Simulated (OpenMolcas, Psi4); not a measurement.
## C2H3ClSi (SMILES ClC1=C[SiH2]1): methods side by side

The species is C2H3ClSi (7 atoms), meant as a singlet with charge 0. As SMILES, `ClC1=C[SiH2]1`. Geometry: relaxed at PBE0-D4/def2-TZVP.

```xyz
7

Cl   -1.1692   -2.2933    0.4115
C    -0.3580   -0.8199    0.1632
C     0.8368   -0.3300    0.4667
Si   -0.1859    0.8716   -0.4389
H     1.7275   -0.6738    0.9756
H    -0.8378    2.0113    0.2488
H     0.0478    1.1662   -1.8726
```

Quantity: the energy change with the C3–H5 bond stretched from 1.082 to 1.947 Å, in eV. The values are calculated.

```
                                            level                    kind     program  value (eV)  less CCSD(T)/def2-SVP
                      SVWN5/def2-SVP (restricted)                     LDA  OpenMolcas        3.21                  -0.06
                        PBE/def2-SVP (restricted)                     GGA        Psi4        3.17                  -0.10
                      M06-L/def2-SVP (restricted)                meta-GGA        Psi4        3.37                  +0.10
r2SCAN-D4/def2-SVP (density fitting) (restricted)                meta-GGA        Psi4        3.35                  +0.08
                      BHLYP/def2-SVP (restricted)           global hybrid  OpenMolcas        3.77                  +0.50
                      HSE06/def2-SVP (restricted)  range-separated hybrid        Psi4        3.50                  +0.23
                     B2PLYP/def2-SVP (restricted)           double hybrid  OpenMolcas        3.46                  +0.19
                        MP2/def2-SVP (restricted)     perturbation theory  OpenMolcas        3.55                  +0.28
                    CCSD(T)/def2-SVP (restricted)   coupled cluster or CI  OpenMolcas        3.27                   0.00
```

CCSD(T)/def2-SVP (restricted) is the highest level here, not the true value. At this stretch a single reference begins to fail. The first shape isn't each level's own minimum. The values span 3.17 to 3.77 eV.
